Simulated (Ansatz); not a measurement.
Molecule: sum formula GeH₃Te₄, net charge -1, singlet state. It need not be the lowest isomer of its formula. Whether it binds its extra electron was not tested at this geometry. 
Coordinates optimised at B3LYP-D3(BJ)/def2-TZVP (Ansatz, an electronic-structure program):
SMILES: [Te-][Ge]([TeH])([TeH])[TeH]
```xyz
8

Te     0.3000     2.1150    -1.7628
Ge     0.0335     0.2365    -0.1971
Te    -1.8224     0.3833     1.7003
Te    -0.5848    -2.1671    -1.1491
Te     2.0866    -0.4770     1.3333
H     -1.4501     1.9598     2.0927
H     -1.7380    -1.5743    -2.1964
H      3.1906    -0.3682     0.0892
```
Charge -1, spin multiplicity 1.

Parts of the frozen-core correlation energy in STO-3G (Ansatz, hartree). Frozen orbitals: 106; correlated occupied orbitals by spin: 16 and 16; virtual: 7 and 7. Spin-orbit coupling is left out. In def2 rows, elements after Kr have scalar-relativistic effective core potentials. STO-3G rows are all-electron and non-relativistic.

```
term                              value
-------------------------  ------------
reference (HF)             -28242.13740
MP2 opposite-spin              -0.08036
MP2 same-spin                  -0.00871
CCSD correlation               -0.12224
(T)                            -0.00178
T1 diagnostic                     0.009
largest doubles amplitude         0.034
```
